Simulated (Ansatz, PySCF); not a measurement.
Lewis adduct: BH3 (SMILES B) (first 4 atoms) with CH4O (SMILES CO); geometry from B3LYP-D3(BJ)/def2-TZVP.
(charge 0, multiplicity 1):
```xyz
10

B      0.03137    -0.00975     0.78309
H     -0.32619     1.12449     0.61055
H     -0.60365    -0.85137     0.20429
H      1.22842    -0.17276     0.77164
C      0.29167     0.51970     3.35306
O     -0.39574    -0.29125     2.37567
H     -0.06457     0.25450     4.34707
H      0.03337     1.54757     3.11893
H      1.36880     0.37990     3.26514
H     -0.25452    -1.22847     2.55831
```

Interaction energies are E(AB) − E(A) − E(B) at the monomers' geometry in the complex; basis-set methods are counterpoise corrected. Rows marked so take none.

Rows in 3-21G, 6-31G* carry no dispersion term and start afresh at each structure (6-31G* with six Cartesian d functions).

Programs: Ansatz (Gaussian basis) for Hartree–Fock, density functionals and correlated methods; PySCF for 3-21G rows, 6-31G* rows. Each number belongs to the level named beside it.

Task: Estimate the interaction energy that HF/3-21G (no counterpoise) returns for this input.

Result: -153 kJ/mol

Ansatz is a quantum-chemistry and plane-wave program.
